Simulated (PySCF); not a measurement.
From one molecule to another.

First species: C2H9NO2Si3.
InChI=1S/C2H9NO2Si3/c4-7-5-8-2-1-6-3-8/h1-4,8H,6-7H2/t8-/m1/s1

Second species: C₄H₉O₂PSi.
SMILES: `CC(=O)/C=C\O[SiH2]P`

Levels: B3LYP/def2-SVPD for HOMO energy, LUMO energy, HOMO–LUMO gap and static isotropic polarisability; TDDFT B3LYP/def2-SVPD for lowest singlet excitation; TDA B3LYP/def2-SVPD for lowest triplet excitation (Tamm–Dancoff). Geometries: GFN2-xTB. Each structure is a single optimised conformer of the isolated species, non-relativistic unless stated. Electronic properties by PySCF.

The conformers computed, where there is a choice (atom-mapped SMILES and torsion angles):
- `[CH3:1][C:2](=[O:3])/[CH:4]=[CH:5]\[O:6][SiH2:7][PH2:8]`: C1–C2–C4–C5 176°, C4–C5–O6–Si7 -169°, C5–O6–Si7–P8 -15°, H–P8–Si7–O6 -178°, H–P8–Si7–O6 -84°

The conformers of `O[SiH2]O[Si@@H]1C=C[SiH2]N1` aren't listed.

Values for the first species:

| Quantity | Value |
| --- | --- |
| HOMO energy | -7.63 eV |
| LUMO energy | -1.22 eV |
| HOMO–LUMO gap | 6.41 eV |
| Lowest singlet excitation | 5.47 eV |
| Lowest triplet excitation (Tamm–Dancoff) | 4.23 eV |
| Static isotropic polarisability | 105.5 au |

(1) Estimate the same properties for the second species, and the change in each.

## Answers

(1) 
| property | first | second | second less first |
| --- | --- | --- | --- |
| HOMO energy | -7.63 eV | -6.60 eV | +1.03 eV |
| LUMO energy | -1.22 eV | -1.44 eV | -0.22 eV |
| HOMO–LUMO gap | 6.41 eV | 5.16 eV | -1.25 eV |
| lowest singlet excitation | 5.47 eV | 3.64 eV | -1.83 eV |
| lowest triplet excitation (Tamm–Dancoff) | 4.23 eV | 3.20 eV | -1.03 eV |
| static isotropic polarisability | 105.5 au | 113.5 au | +8.0 au |

On the first: The polarisability is 15.64 Å³ as a volume (1 au = 0.148185 Å³), or 1.23 au for each of the 86 electrons. The principal polarisabilities are 93.3, 100.7 and 122.6 au; their mean is the isotropic value.

On the second: No computed singlet falls in the visible range (750 to 380 nm, 1.65 to 3.26 eV); S1 lies 0.38 eV above its blue end. The vertical singlet–triplet gap S1 − T1 is 0.44 eV (TDDFT singlet less Tamm–Dancoff triplet; S1: HOMO→LUMO, weight 0.98; T1: HOMO→LUMO, weight 0.95).
